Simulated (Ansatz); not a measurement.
Mulliken charges of Cl2FH3SSi2 (`F[SiH](Cl)S[SiH2]Cl`) from ωB97M-V/def2-TZVPP in Ansatz (PBE0-D4/def2-TZVP geometry).

| atom | x (Å) | y (Å) | z (Å) | charge (e) |
| --- | --- | --- | --- | --- |
| F1 | 1.484 | -0.959 | 0.927 | -0.280 |
| Si2 | -0.072 | -1.279 | 0.896 | 0.563 |
| Cl3 | -0.335 | -3.290 | 1.000 | -0.171 |
| S4 | -0.906 | -0.636 | -0.939 | -0.240 |
| Si5 | 0.009 | 1.287 | -1.080 | 0.319 |
| Cl6 | -0.321 | 2.405 | 0.608 | -0.194 |
| H7 | -0.683 | -0.648 | 2.074 | -0.007 |
| H8 | -0.646 | 1.942 | -2.231 | 0.001 |
| H9 | 1.470 | 1.178 | -1.255 | 0.009 |

Q: By hand: the dipole of these point charges (1 e Å = 4.8032 D).

A: Σ q r = (-0.099, 0.225, -0.191) e Å, of length 0.311 e Å = 1.49 D.

Q: How does the dipole of the full density compare? (Best estimate.)

A: Ansatz gave: (-0.066, 0.134, -0.135) e Å, 0.97 D; the point charges give 1.54 times that, at 5° from its direction.

Point charges leave out the atoms' own dipoles, such as those of lone pairs, and Mulliken's split depends on the basis, so the two needn't agree.
